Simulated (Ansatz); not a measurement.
```yaml
crystal:
  periodic: [false, false, false]
  atoms:
    - {symbol: F, position_ang: [-0.960505, 0.519296, 1.157977]}
    - {symbol: Si, position_ang: [0.132549, -0.009823, 0.127970]}
    - {symbol: S, position_ang: [1.989126, 0.610205, 0.427745]}
    - {symbol: S, position_ang: [-0.758947, 0.778191, -1.729608]}
    - {symbol: S, position_ang: [-0.108312, -2.140901, 0.028729]}
    - {symbol: H, position_ang: [1.825394, -0.098819, 1.889208]}
    - {symbol: H, position_ang: [-0.484695, 2.023631, -1.262245]}
    - {symbol: H, position_ang: [-1.531690, -2.051538, -0.375009]}
basis:
  gaussian: {orbitals: STO-3G}
hamiltonian: {xc: {name: wB97X}}
relax: {f_tol: 0.0001, max_steps: 1}
```

```sh
$ ansatz run in.yaml --threads 4 --pin off --events-out ev --progress --plain --max-ram 10444MiB
```

Shortened log:

```
Functional definition: wB97X
568 factors; integrals over basis functions are off by at most 9.2e-6 eV
211 factors; integrals over basis functions are off by at most 4.1e-7 eV
mean field evaluation 1: about -42654.3322 eV, gradient 3.0e1 eV
mean field evaluation 2: about -42657.4909 eV, gradient 1.6e1 eV
mean field evaluation 4: about -42658.2967 eV, gradient 3.7e-1 eV
mean field evaluation 8: about -42658.2875 eV, gradient 3.4e-3 eV
mean field -42658.28746566 eV, -1567.6631495372 hartree, gradient 1.8e-5 eV, S^2 0.000000; 0 other end points of the search recorded, 0 dependent functions left out
reference -42658.28744762 eV, -1567.6631488743 hartree; 37, 37 occupied and 7, 7 virtual orbitals, 568 factors
relax step   1: F+E_penalty+E_count = -42658.28746566 eV  Δ(F+E_penalty+E_count) = +0.000e0 eV  max|allowed force component| = 5.578e0 eV/Å  Δτ_max = 0.0000 Å  (23 SCF iters, accepted)
Error: geometry relaxation did not converge after 1 steps: max|allowed force component| = 5.58e0 eV/Å (threshold 1.0e-4). Raise `relax.max_steps` over both its present limit and 1, loosen `relax.f_tol`, or start from a geometry closer to equilibrium. Where this run's directory can be resumed (`checkpoint.write`), a resume goes on for up to `relax.max_steps` more
```

Something in this input is off. What?

The relaxation is allowed too few steps for its threshold. The calculation stopped without meeting its thresholds.
